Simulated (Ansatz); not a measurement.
One change: `O=CCCl` becomes `O=C[CH2][ZnH]`.

Ansatz, PBE0-D4/def2-TZVP geometries, multiplicity 1. Each molecule was computed in one conformer, which needn't be the lowest.

Scalar relativity is left out up to krypton.

```
                                      property  `O=CCCl`
           LUMO energy (B3LYP/def2-TZVPP) / eV     -1.64
       HOMO–LUMO gap (ωB97M-V/def2-TZVPP) / eV     11.34
size of the dipole moment (PBE/def2-TZVPP) / D      1.33
         HOMO energy (ωB97M-V/def2-TZVPP) / eV    -10.36
             HOMO energy (PBE/def2-TZVPP) / eV     -6.39
            HOMO energy (PBE0/def2-TZVPP) / eV     -7.98
```

(1) What does the change do to each property? (Best estimate.)

Answers

(1) Ansatz gave: 
```json
{"property": "LUMO energy (B3LYP/def2-TZVPP) / eV", "`O=C[CH2][ZnH]`": "-1.33", "shift": "0.31"}
{"property": "HOMO–LUMO gap (ωB97M-V/def2-TZVPP) / eV", "`O=C[CH2][ZnH]`": "9.92", "shift": "-1.42"}
{"property": "size of the dipole moment (PBE/def2-TZVPP) / D", "`O=C[CH2][ZnH]`": "3.10", "shift": "1.77"}
{"property": "HOMO energy (ωB97M-V/def2-TZVPP) / eV", "`O=C[CH2][ZnH]`": "-9.47", "shift": "0.89"}
{"property": "HOMO energy (PBE/def2-TZVPP) / eV", "`O=C[CH2][ZnH]`": "-5.54", "shift": "0.85"}
{"property": "HOMO energy (PBE0/def2-TZVPP) / eV", "`O=C[CH2][ZnH]`": "-7.09", "shift": "0.89"}
```

With PBE0 the HOMO rises by 0.89 eV and the LUMO rises by 0.31 eV, so the gap narrows by about 0.58 eV. PBE moves the HOMO by 0.85 eV and ωB97M-V by 0.89 eV. Dipoles are sizes alone; their direction can turn.

B3LYP here is the variant with VWN-RPA as its local correlation; programs differ in this.
